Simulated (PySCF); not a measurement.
H$_{2}$S$_{2}$, charge +1, doublet, at a GFN2-xTB geometry (a state made from the parent by changing its charge; the spin is typed, not shown lowest); PBE0/6-31G (PySCF).

Here is a job for PySCF.
```python
from pyscf import gto, scf, dft

mol = gto.Mole()
mol.atom = '''
    S    -0.809559   -0.037650    0.594607
    S     0.809559    0.037650   -0.594607
    H    -1.718631   -0.081268   -0.405146
    H     1.718631    0.081268    0.405146
'''
mol.basis = '6-31g'
mol.charge = 1
mol.spin = 1
mol.verbose = 4
mol.build()

mf = dft.UKS(mol)
mf.xc = 'pbe0'
mf.kernel()
mf.analyze()
```

Output, abridged:

```
PySCF version 2.14.0

[INPUT] verbose = 4
[INPUT] num. atoms = 4
[INPUT] num. electrons = 33
[INPUT] charge = 1
[INPUT] spin (= nelec alpha-beta = 2S) = 1
[INPUT] symmetry False subgroup None
[INPUT] Mole.unit = angstrom
[INPUT] Symbol           X                Y                Z      unit          X                Y                Z       unit  Magmom
[...]
nuclear repulsion = 86.7332502533659
number of shells = 18
number of NR pGTOs = 100
number of NR cGTOs = 30
basis = 6-31g
ecp = {}

******** <class 'pyscf.dft.uks.UKS'> ********
method = UKS
initial guess = minao
damping factor = 0
level_shift factor = 0
DIIS = <class 'pyscf.scf.diis.CDIIS'>
diis_start_cycle = 1
diis_space = 8
diis_damp = 0
SCF conv_tol = 1e-09
SCF conv_tol_grad = None
SCF max_cycles = 50
direct_scf = True
direct_scf_tol = 1e-13
number electrons alpha = 17  beta = 16
XC library pyscf.dft.libxc version 7.1.2
    S. Lehtola, C. Steigemann, M. J. T. Oliveira, and M. A. L. Marques,  SoftwareX 7, 1–5 (2018)
XC functionals = pbe0
    C. Adamo and V. Barone,  J. Chem. Phys. 110, 6158 (1999)
    M. Ernzerhof and G. E. Scuseria,  J. Chem. Phys. 110, 5029 (1999)
radial grids:
    Treutler-Ahlrichs [JCP 102, 346 (1995); DOI:10.1063/1.469408] (M4) radial grids

becke partition: Becke, JCP 88, 2547 (1988); DOI:10.1063/1.454033
pruning grids: <function nwchem_prune>
grids dens level: 3
symmetrized grids: False
atomic radii adjust function: <function treutler_atomic_radii_adjust>
small_rho_cutoff = 0
Set gradient conv threshold to 3.16228e-05
tot grids = 57376
init E= -797.387370640778

cycle= 1 E= -796.814876640109  delta_E= 0.572  |g|= 0.167  |ddm|=  1.5
cycle= 2 E= -796.836910032009  delta_E= -0.022  |g|= 0.0682  |ddm|= 0.479
cycle= 3 E= -796.84012704708  delta_E= -0.00322  |g|= 0.0144  |ddm|= 0.157
cycle= 4 E= -796.840287430743  delta_E= -0.00016  |g|= 0.00144  |ddm|= 0.026
cycle= 5 E= -796.840290537344  delta_E= -3.11e-06  |g|= 0.000368  |ddm|= 0.00403
cycle= 6 E= -796.840290837247  delta_E= -3e-07  |g|= 7.45e-05  |ddm|= 0.00146
cycle= 7 E= -796.840290851958  delta_E= -1.47e-08  |g|= 6.96e-06  |ddm|= 0.000383
cycle= 8 E= -796.840290852072  delta_E= -1.14e-10  |g|= 5.09e-07  |ddm|= 3.88e-05
Extra cycle  E= -796.840290852075  delta_E= -2.73e-12  |g|= 1.17e-07  |ddm|= 1.74e-06
converged SCF energy = -796.840290852075  <S^2> = 0.75181051  2S+1 = 2.0018097
**** SCF Summaries ****
Total Energy =                        -796.840290852074759
Nuclear Repulsion Energy =              86.733250253365895
One-electron Energy =                -1263.282551484383021
Two-electron Energy =                  379.709010378942310
Two-electron Coulomb Energy =          431.244648278805698
DFT Exchange-Correlation Energy =      -51.535637899863389
**** MO energy ****
                             alpha | beta                alpha | beta
[...]
To work with the spin densities directly, `use mulliken_meta_spin()` only printing them here.

 ** Mulliken spin pop alpha/beta on meta-lowdin orthogonal AOs **
 ** Mulliken Spin Density (per AO)  **
spin_pop of  0 S 1s       -0.00000
spin_pop of  0 S 2s        0.00000
spin_pop of  0 S 3s        0.00710
spin_pop of  0 S 4s       -0.00009
spin_pop of  0 S 2px      -0.00000
spin_pop of  0 S 2py       0.00005
spin_pop of  0 S 2pz      -0.00000
spin_pop of  0 S 3px       0.00710
spin_pop of  0 S 3py       0.49668
spin_pop of  0 S 3pz       0.00076
spin_pop of  0 S 4px       0.00016
spin_pop of  0 S 4py       0.00218
spin_pop of  0 S 4pz       0.00038
spin_pop of  1 S 1s       -0.00000
spin_pop of  1 S 2s        0.00000
spin_pop of  1 S 3s        0.00710
spin_pop of  1 S 4s       -0.00009
spin_pop of  1 S 2px      -0.00000
spin_pop of  1 S 2py       0.00005
spin_pop of  1 S 2pz      -0.00000
spin_pop of  1 S 3px       0.00710
spin_pop of  1 S 3py       0.49668
spin_pop of  1 S 3pz       0.00076
spin_pop of  1 S 4px       0.00016
spin_pop of  1 S 4py       0.00218
spin_pop of  1 S 4pz       0.00038
spin_pop of  2 H 1s       -0.01436
spin_pop of  2 H 2s        0.00005
spin_pop of  3 H 1s       -0.01436
spin_pop of  3 H 2s        0.00005
 ** Mulliken Spin Density (per atom)  **
spin density of  0 S =      0.51431
spin density of  1 S =      0.51431
spin density of  2 H =     -0.01431
spin density of  3 H =     -0.01431
 ** Mulliken pop alpha/beta on meta-lowdin orthogonal AOs **
 ** Mulliken pop       alpha | beta **
[...]
In total            17.00000 | 16.00000
 ** Mulliken atomic charges   ( Nelec_alpha | Nelec_beta ) **
charge of  0S =      0.30386  (     8.10523      7.59091 )
charge of  1S =      0.30386  (     8.10523      7.59091 )
charge of  2H =      0.19614  (     0.39477      0.40909 )
charge of  3H =      0.19614  (     0.39477      0.40909 )

WARN: System has nonzero charge 1; the dipole moment is origin-dependent.
Location of origin: [0. 0. 0.]

Dipole moment(X, Y, Z, Debye): -0.00000, -0.00000,  0.00000
```
